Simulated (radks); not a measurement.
The iridium anion Ir- inside a hard spherical wall (all orbitals vanish at R), configuration held at [Xe] 4f14 5d8 6s2 and not refilled when levels cross. Method: scalar-relativistic Kohn-Sham, LDA (Slater exchange, Perdew-Wang correlation), spin-unpolarised, spherical densities, finite nucleus; Fermi nuclear charge, rms radius 5.4032 fm; computed with a radial shooting solver on a logarithmic mesh with Libxc functionals. Eigenvalues in eV, with the zero of energy where the potential of the charges vanishes at infinity; a dash marks a level that is unbound or too diffuse for the functional's potential to be trusted. A positive occupied level is held by the wall or, in an anion where self-interaction has pushed it up, behind a barrier. The pressure on the wall is -dE/dV.

R (bohr) = 15: E (hartree) -17814.1727; kinetic (hartree) 19790.962; e(4f) -53.484; e(5p) -46.013; e(6s) 0.159; e(5d) 0.897; e(6p, empty) 3.047; e(7s, empty) 3.199; pressure (GPa) 0.000489
R (bohr) = 8: E (hartree) -17814.1607; kinetic (hartree) 19791.037; e(4f) -52.815; e(5p) -45.346; e(6s) 0.733; e(5d) 1.524; e(6p, empty) 5.040; e(7s, empty) 8.891; pressure (GPa) 0.379
R (bohr) = 7: E (hartree) -17814.1435; kinetic (hartree) 19791.130; e(4f) -52.235; e(5p) -44.774; e(6s) 1.245; e(5d) 2.049; e(6p, empty) 6.048; e(7s, empty) 12.041; pressure (GPa) 1.28
R (bohr) = 5: E (hartree) -17813.9542; kinetic (hartree) 19792.000; e(4f) -48.562; e(5p) -41.266; e(6s) 4.714; e(5d) 5.220; e(6p, empty) 11.640; e(7s, empty) 28.596; pressure (GPa) 22.8
R (bohr) = 3.5: E (hartree) -17812.7591; kinetic (hartree) 19796.666; e(4f) -36.980; e(5p) -30.944; e(6s) 18.208; e(5d) 15.099; e(6p, empty) 30.714; e(7s, empty) 78.303; pressure (GPa) 381
R (bohr) = 2.5: E (hartree) -17807.1664; kinetic (hartree) 19816.994; e(4f) -10.199; e(5p) -8.804; e(6s) 63.170; e(5d) 40.317; e(6p, empty) 88.633; e(7s, empty) 207.13; pressure (GPa) 4850
